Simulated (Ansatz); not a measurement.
Geometry optimisation, RHF/def2-SVP in Ansatz.

The input (input.yaml):

```yaml
crystal:
  periodic: [false, false, false]
  atoms:
    - { symbol: W, position_ang: [0.0, 0.0, 0.0] }
    - { symbol: O, position_ang: [0.0, 0.0, 2.29] }
    - { symbol: H, position_ang: [-0.9095, -0.2814, 2.6271] }
    - { symbol: O, position_ang: [1.94, 0.0, 0.0] }
    - { symbol: H, position_ang: [2.2771, -0.9519, -0.0197] }
    - { symbol: H, position_ang: [0.0, 1.72, 0.0] }
    - { symbol: Cl, position_ang: [-2.39, 0.0, 0.0] }
    - { symbol: F, position_ang: [0.0, -1.85, 0.0] }
    - { symbol: F, position_ang: [0.0, 0.0, -1.85] }
    - { symbol: Br, position_ang: [-2.046, 1.7977, 0.905] }
    - { symbol: H, position_ang: [-0.9846, 0.8651, 2.1267] }
basis:
  gaussian: { orbitals: def2-SVP }
hamiltonian:
  xc: hf
relax:
  f_tol: 0.15
  max_steps: 25
  restrain:
    - { distance: [0, 9], at: 3.77, k: 30.0 }
    - { distance: [10, 1], at: 2.21, k: 30.0 }
    - { distance: [0, 1], at: 1.94, k: 30.0 }
    - { distance: [10, 9], at: 1.55, k: 30.0 }
output:
  orbitals: {}
```

Command:

```bash
$ ansatz run input.yaml --threads 4 --pin off --max-ram 5120MiB --backend cpu --events-out ev --progress --plain --runs-dir out
```

Q: Where does it end, and by what steps?

A: It converged. The restraints hold the end off the free minimum; the threshold counts their pulls, which the force column leaves out. Restrained pairs: W1–Br10 (2.87 → 3.79 Å), O2–H11 (1.32 → 2.21 Å), W1–O2 (2.29 → 1.91 Å), Br10–H11 (1.87 → 1.49 Å). After 24 steps the energy has fallen by 9.712 eV (the restraints' own energy left out); H5 moved furthest, 2.26 Å. The start is strongly strained (largest force component 8 eV/Å), so its close contacts needn't be bonds.

```
step  energy less start (eV)  largest force component (eV/Å)  accepted
   0                  0.0000                           8.179       yes
   1                 -1.0332                           6.124       yes
   2                 -2.2904                           6.493       yes
   3                 -5.4705                           4.133       yes
   4                 -7.5820                           2.522       yes
   5                 -8.4698                           1.726       yes
   6                 -8.8511                           1.453       yes
   7                 -9.0285                           1.479       yes
   8                 -9.1450                           1.496       yes
   9                 -9.2466                           1.471       yes
  10                 -9.3278                           1.429       yes
  11                 -9.3868                           1.406       yes
  12                 -9.4230                           1.571       yes
  13                 -9.4835                           1.573       yes
  14                 -9.5488                           1.459       yes
  15                 -9.6018                           1.556       yes
  16                 -9.5868                           2.036       yes
  17                 -9.6501                           1.782       yes
  18                 -9.6895                           1.606       yes
  19                 -9.6697                           1.628        no
  20                 -9.6985                           1.604       yes
  21                 -9.6997                           1.622       yes
  22                 -9.7008                           1.608       yes
  23                 -9.7096                           1.593       yes
  24                 -9.7123                           1.587       yes
```

```xyz
11
Properties=species:S:1:pos:R:3
W -0.120 -0.482 -0.023
O -0.533 -0.483 1.840
H -1.135 -1.071 2.281
O 1.409 0.418 0.373
H 1.875 1.244 0.335
H -0.532 0.957 -0.745
Cl -2.413 -0.546 -0.499
F -0.255 -2.369 -0.018
F 0.557 -0.845 -1.715
Br -0.478 2.861 1.717
H -0.490 1.617 2.533
```

Run time: 110 s on 4 threads of Arm Neoverse V1, on a shared host, peak memory 0.62 GiB.
